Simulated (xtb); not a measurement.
Species: C$_{4}$H$_{12}$O$_{4}$Si, SMILES `CO[Si](OC)(OC)OC` (charge 0, multiplicity 1).

Q: Give a relaxed geometry from GFN2-xTB (xtb 6.7.1).

A: This is not unique; one that fits is the end point of this relaxation, one of several conformers (outside a Z-matrix the atoms follow the SMILES, hydrogens last).
Cartesian coordinates (Å) in one orientation:
```xyz
21

C      1.329     1.803    -1.544
O      1.001     0.485    -1.184
Si     0.000     0.000     0.000
O      0.394     0.886     1.303
C     -0.294     0.967     2.526
O     -1.590     0.238    -0.233
C     -2.438    -0.443    -1.123
O      0.195    -1.609     0.114
C      1.403    -2.327     0.141
H      0.460     2.314    -1.965
H      1.678     2.360    -0.675
H      2.120     1.750    -2.293
H     -1.342     1.216     2.359
H     -0.238     0.016     3.061
H      0.184     1.748     3.118
H     -2.175    -0.212    -2.157
H     -3.457    -0.110    -0.922
H     -2.364    -1.520    -0.973
H      1.953    -2.118     1.061
H      1.153    -3.387     0.096
H      2.027    -2.057    -0.711
```
